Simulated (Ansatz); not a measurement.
`O/C=C(\Cl)[SiH2]O` → `CO[Si]1(Cl)CO1`  (isomerisation)

Program: Ansatz. Geometries: PBE0-D4/def2-TZVP. ΔE: electronic, gas phase. CBS: MP2 limit from def2 TZ/QZ plus the TZ coupled-cluster correction, frozen cores. One conformer a species, not always the lowest.

`O/C=C(\Cl)[SiH2]O`:

Cartesian coordinates in Å:
```
O 1.846 -1.281 1.577
C 0.677 -0.959 1.025
C 0.476 -0.128 -0.005
Cl 1.890 0.637 -0.700
Si -1.172 0.266 -0.740
O -1.627 1.830 -0.514
H 2.545 -0.802 1.106
H -0.163 -1.454 1.500
H -1.122 -0.042 -2.193
H -2.168 -0.571 -0.031
H -1.182 2.505 -1.026
```

`CO[Si]1(Cl)CO1`:

Z-matrix (Å, degrees):
```
C
O 1 1.413
H 1 1.090 2 108.0
H 1 1.092 2 109.8 3 118.8
H 1 1.093 2 111.5 3 -119.9
Si 2 1.606 1 131.3 3 147.7
C 6 1.782 2 123.3 1 -178.5
Cl 6 2.033 2 110.0 1 -20.5
O 6 1.630 2 120.3 1 118.7
H 7 1.088 6 122.1 2 -7.7
H 7 1.087 6 123.1 2 157.8
```

| species | SCS-MP2/def2-QZVPP energy (Eh) |
| --- | --- |
| `O/C=C(\Cl)[SiH2]O` | -978.18117 |
| `CO[Si]1(Cl)CO1` | -978.22502 |

(1) Work out ΔE.

Largest T1 diagnostic among the species: 0.013.

Answers

(1) ΔE = (-978.22502) − (-978.18117) = -0.04385 Eh = -115.1 kJ/mol. CCSD(T)/CBS gives -109.3 kJ/mol.

From PBE to PBE0 (25 % exact exchange), in def2-TZVPP and without D4, ΔE moves by −7.5 kJ/mol.
